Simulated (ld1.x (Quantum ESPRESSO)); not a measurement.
Results of a calculation; reference values are marked as such.
Potentials for phosphorus compared

Generated with ld1.x 7.5 (TM, RRKJ, ultrasoft, PAW), atompaw 4.2 or ONCVPSP 4.0.1. The cutoff is in Ry: for ld1.x and atompaw files where the sum of valence levels is converged to 10 mRy in a Bessel basis, for ONCV files where the hardest occupied wave has 1 mHa per electron of residual kinetic energy. The error is the largest all-electron minus pseudo excitation energy over each file’s own four to seven test configurations (ionisations up to +4, promotions, holes and added fractions of an electron), all of which were solved. The labels leave out finer settings (local radius, basis sizes, second energies), which also bear on the numbers. Spin-polarised tests are not counted. The rows are a selection from randomly drawn settings: files with unsolved tests, undetermined cutoffs or missed reference levels are left out.

| potential | cutoff (Ry) | largest error (meV) | bound ghosts |
| --- | --- | --- | --- |
| TM, PBE, scalar-relativistic, rc 1.45/1.85 (sp), local s, core correction no, reference 3s2 3p3 | 25 | +212 | none |
| PAW, PBEsol, non-relativistic, rc 1.85/1.60 (sp), local smoothed, core correction yes, reference 3s1 3p4 | 10 | -118 | none |
| TM, PBE, scalar-relativistic, rc 1.65/1.65 (sp), local s, core correction no, reference 3s2 3p2.5 | 25 | +203 | none |

Q: Fill in the row for P: PAW, LDA (PZ), scalar-relativistic, rc 1.45/1.65/1.65 (spd), local smoothed, core correction yes, reference 3s2 3p2.

A: cutoff 18 Ry, largest error -138 meV, bound ghosts: none.

Q: Fill in the row for P: ultrasoft, PBE, scalar-relativistic, rc 1.90/2.10/1.90 (spd), local smoothed, core correction yes, reference 3s2 3p3.

A: cutoff 12 Ry, largest error +145 meV, bound ghosts: none.
